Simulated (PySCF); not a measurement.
**Computed properties of SiOF2, SMILES O=[Si](F)F**

SiOF₂, SMILES O=[Si](F)F. Geometry optimised at B3LYP-D3(BJ)/def2-TZVP. Other conformers were not sampled. All values are computed for the isolated molecule unless a solvent is named; none is compared with measurement here.

**Structure.** The optimised structure has C2v symmetry. All 6 harmonic modes at B3LYP-D3(BJ)/def2-TZVP (PySCF) are real, so it is a minimum. With heavy atoms numbered as in [Si:1](=[O:2])([F:3])[F:4], the shortest bond between them is Si1–O2 at 1.505 Å and the longest Si1–F4 at 1.571 Å.

**Vibrations.** The strongest infrared lines (harmonic, unscaled, degenerate partners summed) lie at 989 cm⁻¹ (193 km/mol, F 52 %, Si 48 %), 1327 cm⁻¹ (155 km/mol, O 48 %, Si 47 %), 360 cm⁻¹ (85 km/mol, Si 65 %, F 18 %, O 17 %). The softest mode is at 334 cm⁻¹ and the zero-point energy is 6.0 kcal/mol.

**Electronic structure.** B3LYP/def2-TZVPD (PySCF) places the frontier levels at -9.17 and -2.68 eV, a gap of 6.49 eV, and gives a dipole moment of 2.36 D and a mean polarisability of 26.9 bohr³. PBE/def2-TZVPD (PySCF) at the same geometry gives -7.81 and -3.26 eV, so its gap is 1.94 eV narrower. An orbital gap is neither the optical nor the fundamental gap.

**Excitations.** TDDFT-B3LYP/def2-SVPD (PySCF) has S1 at 5.26 eV (236 nm, f = 0.019, weak); the most intense of the 10 singlets computed lies at 8.20 eV (f = 0.18). T1 (TDA) is at 4.86 eV. TDDFT-PBE/def2-SVPD (PySCF) puts S1 at 4.86 eV. No vertical singlet excitation falls in the visible range (under 3.1 eV).

**NMR.** GIAO shifts at KT2/pcSseg-2 (PySCF) (non-relativistic, atoms alike by connectivity averaged): ²⁹Si at -59.2 ppm against TMS; ¹⁹F at -175.6 ppm against CFCl3.

**Solvation.** SMD-M06-2X/6-31G* (PySCF) gives -6.4 kcal/mol in water, -4.4 kcal/mol in diethylether, -4.1 kcal/mol in chlorobenzene (1 M in both phases, gas-phase geometry); of these solvents water holds the molecule best.
